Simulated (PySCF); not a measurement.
# Property card for `C#CC(=C)C(C)(C)C`

Species: C8H12.
Geometry (GFN2-xTB, Å), atoms numbered from 1 in this order:
```xyz
20
C8H12 angstrom
C      2.787   -1.322   -0.055
C      1.909   -0.518   -0.216
C      0.870    0.431   -0.405
C      1.153    1.586   -1.003
C     -0.492    0.005    0.115
C     -1.561    1.071   -0.123
C     -0.371   -0.264    1.620
C     -0.900   -1.289   -0.602
H      3.559   -2.019    0.082
H      0.417    2.349   -1.179
H      2.154    1.802   -1.339
H     -1.306    1.997    0.387
H     -2.516    0.722    0.264
H     -1.679    1.273   -1.186
H     -0.060    0.638    2.144
H      0.364   -1.042    1.811
H     -1.330   -0.585    2.022
H     -0.167   -2.073   -0.422
H     -0.968   -1.124   -1.676
H     -1.868   -1.628   -0.241
```

Structural features include: alkyne and C=C double bond.

From GFN2-xTB geometry:

| Property | Result |
| --- | --- |
| Point group of the GFN2-xTB geometry | Cs |
| Rotational constants A, B, C of the GFN2-xTB geometry | 2.854, 1.708, 1.392 GHz |

**PBE0/def2-SVPD ground state and vertical TDDFT (core frozen in the response) (PySCF)**

| Item | Value |
| --- | --- |
| Dipole moment | 0.50 D |
| HOMO energy | -7.00 eV |
| LUMO energy | -0.70 eV |
| HOMO–LUMO gap | 6.30 eV |
| Lowest singlet excitation | 5.53 eV (224 nm, f = 0.000) |
| Strongest line among the 6 lowest singlet transitions | S2 at 5.74 eV (216 nm, f = 0.222) |
| Lowest triplet excitation (Tamm–Dancoff) | 3.53 eV |
| Static isotropic polarisability | 94.8 au |
| Electronic spatial extent ⟨r²⟩ about the centre of nuclear charge | 1011 bohr² |

PBE0/pcSseg-1 ground state and GIAO shieldings, non-relativistic (PySCF):

| Property | Result |
| --- | --- |
| Lowest Hirshfeld atomic charge | -0.12 e on C6/C7/C8 |
| Highest Hirshfeld atomic charge | +0.09 e on H9 |
| 13C chemical shifts (computed TMS as zero) by class | 148.9 (C3), 127.8 (C4), 89.1 (C2), 89.0 (C1), 38.6 (C5), 30.5 (C6/C7/C8) ppm |
| 1H chemical shifts (computed TMS as zero) by class | 5.90 (H11), 5.64 (H10), 2.74 (H9), 1.21 (H12/H13/H14/H15/H16/H17/H18/H19/H20) ppm |
| Mayer bond orders between heavy atoms | C1–C2 2.38, C2–C3 1.03, C3–C4 1.99, C3–C5 0.93, C5–C6 1.05, C5–C7 1.02, C5–C8 1.02 |

Monoisotopic mass (most abundant isotopes): 108.0939 u.

No computed singlet falls in the visible range (750 to 380 nm, 1.65 to 3.26 eV); S1 lies 2.27 eV above its blue end. The principal polarisabilities are 75.7, 94.5 and 114.3 au; their mean is the isotropic value. The largest Löwdin shares of the HOMO are 0.27 on C4, 0.23 on C1, 0.19 on C3 and 0.18 on C2. S1 lies 0.77 eV below the HOMO–LUMO gap; its leading configuration is HOMO−1→LUMO, weight 0.97. The rotational constants make it an asymmetric top with κ = (2B − A − C)/(A − C) = -0.57, nearer the prolate limit (−1).

Geometry: GFN2-xTB; no solvent or vibrations. NMR classes are plain means over equivalent atoms (diastereotopic ones count apart unless rotation or inversion swaps them), as if these changed places fast; in this geometry the members of some classes differ.
